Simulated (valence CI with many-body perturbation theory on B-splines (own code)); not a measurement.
Results of a calculation; reference values are marked as such.
# Mo²¹⁺: magnetic and hyperfine properties of the levels

Level of theory: relativistic CI+MBPT: three valence electrons over a frozen Dirac-Fock core [Ar], radial functions for each j: 9 s, 9 p, 10 d, 8 f, 5 g, 3 h, 1 i, with the one-electron correlation potential Σ1, the two-electron term Σ2, the three-electron term Σ3, Breit, model QED; selected CI, second order for the rest (own B-spline code, finite nucleus).

No measured spectrum was set against this ion. As an estimate, terms of the open shell hold to 2 to 4 % of their energy, and close levels can change places. Core correlation moves these levels by up to 6300 cm⁻¹, and in measured spectra 5 to 20 % of such shifts remained as error; rates that hang on mixing are uncertain with them. Only levels of the ground parity were solved; by the run's estimate the other parity begins above the list, which can be wrong where configurations are misplaced.

A/g_I is the dipole constant over the nuclear g factor μ/I (μ in nuclear magnetons, uniformly magnetised nucleus), B/Q the quadrupole constant per barn. Both hold the static response of the core; the bare values leave it out. Large factors of s and p1/2 electrons are usually good to 5 to 10 %; those of open d and f shells near neutrality can be off by tens of per cent, and small factors of p3/2, d and f electrons come from cancelling terms and can be off by a factor of two or in sign, in half-filled shells by more. B is blank for J = 1/2, where it vanishes, and for nearly pure S terms. Energies count from the lowest level.

Names give the largest LS component (configuration and term), which can be under half, so a name can repeat, a term be missing and a line seem to break the LS rules; names also repeat where a configuration has a term twice. Letters in brackets count levels of one name in rising energy.

| Level | E (cm⁻¹) | g | A/g_I (MHz) | A/g_I bare | B/Q (MHz/b) | B/Q bare |
| --- | --- | --- | --- | --- | --- | --- |
| 3d³ ⁴F_3/2 | 0.0 | 0.446 | 11800 | 11500 | -3240 | -3330 |
| 3d³ ⁴F_5/2 | 17023 | 1.032 | 6720 | 6760 | -2660 | -2740 |
| 3d³ ⁴F_7/2 | 32715 | 1.213 | 5630 | 5770 | -2760 | -2840 |
| 3d³ ⁴F_9/2 | 45441 | 1.275 | 5790 | 5970 | -2470 | -2540 |
| 3d³ ⁴P_3/2 | 59005 | 1.448 | 5550 | 5810 | -4650 | -4780 |
| 3d³ ⁴P_1/2 | 65635 | 2.226 | -6530 | -5750 |  |  |
| 3d³ ²G_7/2 | 81253 | 0.915 | 7660 | 7640 | 3850 | 3960 |
| 3d³ ²H_9/2 | 84937 | 1.040 | 6890 | 6940 | 8660 | 8880 |
| 3d³ ⁴P_5/2 | 88810 | 1.566 | 1740 | 2100 | 6370 | 6530 |
| 3d³ ²D_3/2 [a] | 100160 | 1.167 | 6450 | 6570 | -6790 | -6960 |
| 3d³ ²P_1/2 | 107080 | 1.105 | -366 | -234 |  |  |
| 3d³ ²H_11/2 | 116240 | 1.088 | 6580 | 6650 | 14800 | 15200 |
| 3d³ ²D_5/2 [a] | 123540 | 1.211 | 5810 | 5950 | -4030 | -4150 |
| 3d³ ²G_9/2 | 126170 | 1.031 | 5670 | 5720 | 6360 | 6530 |
| 3d³ ²P_3/2 | 142110 | 1.192 | 5390 | 5520 | 944 | 959 |
| 3d³ ²F_7/2 | 157780 | 1.134 | 6510 | 6610 | 4040 | 4150 |
| 3d³ ²F_5/2 | 158960 | 0.888 | 6140 | 6110 | 8580 | 8810 |
| 3d³ ²D_5/2 [b] | 237110 | 1.178 | 5020 | 5150 | 7390 | 7580 |
| 3d³ ²D_3/2 [b] | 237960 | 0.800 | 10600 | 10500 | 8770 | 9000 |

(1) Take the isotope of mass number 97, with I = 5/2, μ = -0.9324 μN and Q = 0.255 b. What is the hyperfine structure of 3d³ ⁴F_9/2?

## Answers

(1) From the table A = -2160 MHz, B = -631 MHz. Shifts from the centre of gravity in MHz: F = 2: 29400, F = 3: 23100, F = 4: 14700, F = 5: 3960, F = 6: -9040, F = 7: -24500.
